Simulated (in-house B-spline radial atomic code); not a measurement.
Whole-atom quantities along the 38-electron series, configuration [Kr] 4d2. Breit and QED terms are first order and not part of the total energy; the density at the nucleus is averaged over the nuclear charge. Computed with a B-spline radial code for spherical atoms: Dirac-Hartree-Fock, average of the configuration, finite nuclei.

```tsv
ion	Z	E/Z² (Eh)	Σ<r²> (bohr²)	n(0)/Z³ (bohr⁻³)	Lamb diamagnetic shielding (ppm)	repulsion over attraction	Breit energy (eV)	self-energy (eV)	vacuum polarisation (eV)	Dirac less non-relativistic energy (Eh)
I15+	53	-2.5042	7.9803	1.5984	5561.87	0.12711	145.24	111.83	-14.916	-198.06
Xe16+	54	-2.5211	7.4703	1.6455	5699.06	0.12512	154.79	119.54	-16.181	-214.97
Cs17+	55	-2.5377	7.0093	1.6959	5837.16	0.12317	164.76	127.66	-17.533	-233
Ba18+	56	-2.554	6.591	1.7475	5976.2	0.12127	175.18	136.18	-18.978	-252.18
La19+	57	-2.57	6.21	1.8026	6116.23	0.1194	186.04	145.13	-20.52	-272.59
Ce20+	58	-2.5857	5.8617	1.8598	6257.27	0.11758	197.38	154.52	-22.166	-294.28
Pr21+	59	-2.6012	5.5423	1.9204	6399.38	0.11579	209.19	164.38	-23.922	-317.31
Nd22+	60	-2.6165	5.2487	1.9833	6542.57	0.11404	221.49	174.72	-25.793	-341.73
Pm23+	61	-2.6316	4.978	2.0464	6686.9	0.11233	234.29	185.55	-27.786	-367.61
Sm24+	62	-2.6464	4.7279	2.1053	6832.39	0.11065	247.6	196.91	-29.904	-395
Eu25+	63	-2.6611	4.4961	2.1758	6979.12	0.10901	261.44	208.79	-32.164	-424
Gd26+	64	-2.6756	4.2809	2.2479	7127.12	0.10741	275.82	221.24	-34.568	-454.67
Tb27+	65	-2.6899	4.0808	2.3403	7276.5	0.10583	290.75	234.27	-37.136	-487.12
Dy28+	66	?	?	?	?	?	?	?	?	?
Ho29+	67	?	?	?	?	?	?	?	?	?
Er30+	68	?	?	?	?	?	?	?	?	?
Tm31+	69	-2.7458	3.4045	2.6849	7887.93	0.099857	356.28	292.66	-49.096	-635.72
Yb32+	70	-2.7595	3.2613	2.7743	8044.56	0.098438	374.18	308.96	-52.564	-677.99
Lu33+	71	-2.7731	3.1268	2.8721	8202.85	0.097046	392.72	325.99	-56.25	-722.52
Hf34+	72	-2.7866	3.0002	2.9892	8362.91	0.09568	411.93	343.79	-60.181	-769.42
```

(1) Fill in the row of Dy28+.

(2) Fill in the row of Ho29+.

(3) Fill in the row of Er30+.

(4) With what power of Z does the column «Σ<r²> (bohr²)» change over this range?

Results:

(1) E/Z² (Eh): -2.7041; Σ<r²> (bohr²): 3.8942; n(0)/Z³ (bohr⁻³): 2.4053; Lamb diamagnetic shielding (ppm): 7427.12; repulsion over attraction: 0.10429; Breit energy (eV): 306.24; self-energy (eV): 247.9; vacuum polarisation (eV): -39.847; Dirac less non-relativistic energy (Eh): -521.3.

(2) E/Z² (Eh): -2.7181; Σ<r²> (bohr²): 3.7201; n(0)/Z³ (bohr⁻³): 2.4966; Lamb diamagnetic shielding (ppm): 7579.24; repulsion over attraction: 0.10278; Breit energy (eV): 322.32; self-energy (eV): 262.16; vacuum polarisation (eV): -42.745; Dirac less non-relativistic energy (Eh): -557.44.

(3) E/Z² (Eh): -2.732; Σ<r²> (bohr²): 3.5571; n(0)/Z³ (bohr⁻³): 2.583; Lamb diamagnetic shielding (ppm): 7732.8; repulsion over attraction: 0.10131; Breit energy (eV): 338.99; self-energy (eV): 277.07; vacuum polarisation (eV): -45.82; Dirac less non-relativistic energy (Eh): -595.53.

(4) A fit of the logarithm of its size against log Z from Z = 53 to 72 has slope -3.18. Unscreened non-relativistic hydrogenic orbitals would give -2.
